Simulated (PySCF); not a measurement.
CdCl, SMILES [Cl][Cd] (connectivity only; charge and spin as stated), neutral, multiplicity 2. Atoms are numbered in the order given.

```xyz
2

Cd     0.0000     0.0000    -0.6176
Cl     0.0000     0.0000     1.7437
```
Charge 0, spin multiplicity 2.

The structure is a stationary point at r2SCAN-D4/def2-TZVPD. The multiplicity is an assumed one; other spin states were not compared. The def2 effective core potentials stand for the cores of Cd; spin–orbit coupling is left out.

Method: r2SCAN-D4/def2-TZVPD (PySCF).

Frequencies are harmonic and unscaled.

```csv
mode,ν (cm⁻¹),IR (km/mol),moving atoms (share of kinetic energy)
1,309,32.5,"Cl 76 %, Cd 24 %"
```
